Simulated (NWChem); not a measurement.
System: formate (CHO₂ anion); SMILES O=C[O-]

Results from NWChem. Sets without diffuse functions describe the anion's extra electron poorly. Structure relaxed at the B3LYP/def2-SVPD level. Solvent water, SMD (1 M gas to 1 M solution), gas-phase geometry. Reactions with the solvent are ignored.

```
level             basis functions  solvation free energy (kcal/mol)  cavity-dispersion-structure term (kcal/mol)
----------------  ---------------  --------------------------------  -------------------------------------------
B3LYP/STO-3G                   16                             -73.4                                          4.2
B3LYP/def2-SVP                 47                             -74.8                                          4.2
B3LYP/def2-SVPD                74                             -73.5                                          4.2
B3LYP/def2-TZVP                99                             -74.5                                          4.2
B3LYP/def2-TZVPD              126                             -73.2                                          4.2
B3LYP/def2-TZVPP              107                             -74.5                                          4.2
```
